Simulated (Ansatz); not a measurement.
Steps of a relaxation of F3Ga (`[F][Ga]([F])[F]`) with RKS PBE0-D4/def2-TZVP.

```sh
$ ansatz run in.yaml --threads 4 --pin off --events-out ev --progress --plain --max-ram 10444MiB
```

```yaml
crystal:
  periodic: [false, false, false]
  atoms:
    - {symbol: F, position_ang: [-0.050508, -1.631453, 0.653217]}
    - {symbol: Ga, position_ang: [0.014355, -0.015610, -0.004120]}
    - {symbol: F, position_ang: [0.975795, 1.212772, 0.779858]}
    - {symbol: F, position_ang: [-0.884142, 0.373991, -1.449354]}
basis:
  gaussian: {orbitals: def2-TZVP}
hamiltonian: {xc: pbe0, dispersion: d4}
relax: {f_tol: 0.005, max_steps: 150}
```

Positions (Å) and forces (eV/Å) along the path, 4 of 4 steps:

```xyz
4
step=1 energy=-60520.9034 eV
F    -0.051   -1.631    0.653    0.026    0.596   -0.239
Ga    0.014   -0.016   -0.004   -0.002    0.007   -0.006
F     0.976    1.213    0.780   -0.355   -0.458   -0.287
F    -0.884    0.374   -1.449    0.330   -0.144    0.532
4
step=2 energy=-60520.9205 eV
F    -0.050   -1.620    0.649    0.016    0.270   -0.110
Ga    0.016   -0.016   -0.005   -0.012    0.008    0.002
F     0.969    1.204    0.775   -0.158   -0.211   -0.132
F    -0.879    0.371   -1.439    0.154   -0.067    0.240
4
step=3 energy=-60520.7550 eV rejected
F     0.003   -1.624    0.608   -0.350    0.461    0.120
Ga   -0.140    0.036    0.105    1.090   -0.358   -0.779
F     1.014    1.177    0.733   -0.566   -0.140    0.094
F    -0.820    0.351   -1.466   -0.174    0.037    0.564
4
step=4 energy=-60520.9248 eV
F    -0.049   -1.610    0.646    0.000   -0.001    0.000
Ga    0.014   -0.015   -0.005   -0.001   -0.001   -0.001
F     0.964    1.196    0.771    0.001    0.002    0.001
F    -0.874    0.369   -1.432    0.000    0.000    0.000
```

Run time 4.5 s (4 threads of an Arm Neoverse V2 on a shared host); peak host memory 0.27 GiB.
